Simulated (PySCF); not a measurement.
## Correlation energy of Ar (argon, neutral)

[Ar], closed-shell 1S. All numbers are calculated (PySCF 2.14, no relativity, point nucleus, in aug-cc-pV(Q+d)Z). Frozen: [Ne]; 8 electrons correlated.

MP2 pair energies summed by pair of shells (mhartree):

```csv
pair,energy,share (%)
3p-3p,-167.68,71.9
3s-3p,-55.60,23.9
3s-3s,-9.82,4.2
```

Total MP2 correlation energy: -233.10 mhartree.

Same-spin part -54.94 and opposite-spin part -178.17 mhartree; SCS-MP2 scales them by 1/3 and 6/5 to -232.11 mhartree.
